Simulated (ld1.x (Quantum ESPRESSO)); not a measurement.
**Bi (Z = 83), TM semilocal: configuration errors across variants**

- Element: Bi (Z = 83)
- Generator: ld1.x (Quantum ESPRESSO) 7.5
- Type: norm-conserving Troullier–Martins (semilocal form)
- Functional: LDA (PZ)
- Relativity: scalar-relativistic
- Frozen core: [Xe] 4f14
- Valence charge: 15
- Reference configuration: 5d10 6s1 6p4
- Partial waves: 6s (bound): rc 1.40 bohr; 6p (bound): rc 2.50 bohr; 5d (bound): rc 1.45 bohr
- Local potential: the d channel
- Core correction: none

All-electron excitation energies from the reference (eV): (1) 5d10 6s2 6p3 -10.177; (2) 5d10 6s2 6p2 -2.023; (3) 5d10 6s2 6p1 13.542; (4) 5d10 6s2 6p3.3 -11.329; (5) 5d10 6s0 6p5 10.544; (6) 5d10 6s2 6p2.5 -6.969; (7) 5d9 6s2 6p4 13.946; (8) 5d10 6s1 6p4 spin -1.023; (9) 5d10 6s2 6p3 spin -11.201.

Spin tests fill each open shell by Hund’s rule, majority spin first.

In the semilocal form every listed channel keeps its own potential, so the choice of the local channel does not act on these tests. It acts once the file is put into the separable form.

A semilocal file is local in each channel, so a ghost entry of none says nothing of the separable form that plane-wave codes build from it.

3 further variants failed, have other tests or another functional or relativity, and are left out.

A true bound ghost makes a file unfit for plane-wave use even where its test errors are small: the radial tests pick states by their node count and pass the ghost by.

Errors AE − PS in meV (a dash: test not solved or not reliable):

| change | (1) | (2) | (3) | (4) | (5) | (6) | (7) | (8) | (9) | bound ghosts |
| --- | --- | --- | --- | --- | --- | --- | --- | --- | --- | --- |
| base | +9.1 | -2.5 | -17 | +12 | +16 | +3.8 | +120 | +59 | +30 | none |
| wave 5d (bound): rc 1.45 bohr becomes 5d (bound): rc 1.52 bohr | +9.0 | -2.6 | -17 | +12 | +16 | +3.7 | +119 | +59 | +30 | none |
| local potential the s channel | +9.0 | -2.5 | -17 | +12 | +16 | +3.8 | +120 | +59 | +30 | none |
| core correction a·sin(br)/r model core inside 1.74 bohr | +2.5 | -11 | -30 | +5.2 | -0.8 | -3.3 | +76 | +31 | +14 | none |
| form changed from semilocal to separable (Kleinman–Bylander), still TM | +3.5 | -2.7 | -20 | +3.6 | +11 | +1.7 | -75 | +58 | +16 | s, p |
| wave 6p (bound): rc 2.50 bohr becomes 6p (bound): rc 3.60 bohr | +32 | +15 | -20 | +37 | +43 | +24 | +151 | +36 | +20 | none |
| wave 5d (bound): rc 1.45 bohr becomes 5d (bound): rc 1.54 bohr | +9.0 | -2.6 | -17 | +12 | +16 | +3.7 | +119 | +59 | +30 | none |

**Question.** Give the same row for: wave 6p (bound): rc 2.50 bohr becomes 6p (bound): rc 3.40 bohr.

**Answer.** +28, +13, -15, +32, +39, +21, +146, +39, +22; bound ghosts: none.
